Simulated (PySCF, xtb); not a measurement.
C5H5F, SMILES C1CC=C(C=1)F.

GFN2-xTB (xtb) at its own geometry gives an orbital gap of 3.76 eV and a dipole moment of 2.89 D.

Coordinates come from a PBE0-D3(BJ)/def2-SVP optimisation. The values are those of a single conformer.

Q: What does CAM-B3LYP/def2-TZVP (PySCF) give? (The exact figures need the calculation; the answer reports its results.)

A: gap 8.23 eV (levels -7.77 and 0.46 eV), dipole 1.90 D.
